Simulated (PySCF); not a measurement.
# How methods differ on the ionisation energy of Ca⁶⁺

Ca⁶⁺ [Ne] 3s2 3p2 (3P) → Ca⁷⁺ [Ne] 3s2 3p1 (2P), as a difference of total energies. Computed with PySCF 2.14 in an uncontracted even-tempered set (18 s from 0.19 bohr⁻², ratio 2.5; 12 p from 0.24 bohr⁻², ratio 2.5; 5 d from 1.9 bohr⁻², ratio 2.7; 5 f from 2.9 bohr⁻², ratio 2.7), with the non-relativistic Hamiltonian (point nucleus). Correlated levels: outer shells: 1s2 frozen; virtual orbitals above 40 to 60 times the deepest correlated orbital energy dropped. The calculations carry no spin-orbit coupling.

| method | ionisation energy (eV) |
| --- | --- |
| UHF | 126.32 |
| LDA | 127.26 |
| PBE | 127.21 |
| PBE0 | 127.24 |
| r2SCAN | 127.45 |
| M06-L | 127.20 |
| r2SCANh | 127.44 |
| MP2 (outer shells) | 126.88 |
| SCS-MP2 (outer shells) | 126.76 |

How much does correlation contribute at MP2 (outer shells)?

126.88 − (126.32) = 0.56 eV, measured against UHF.

A first-order spin-orbit estimate (lowest level to lowest level, LS coupling) adds -0.023 eV.

These non-relativistic numbers lack the scalar-relativistic shift.

For comparison: 127.21 ± 0.25 eV (semi-empirical (NIST evaluation); NIST Atomic Spectra Database, ionization energies).
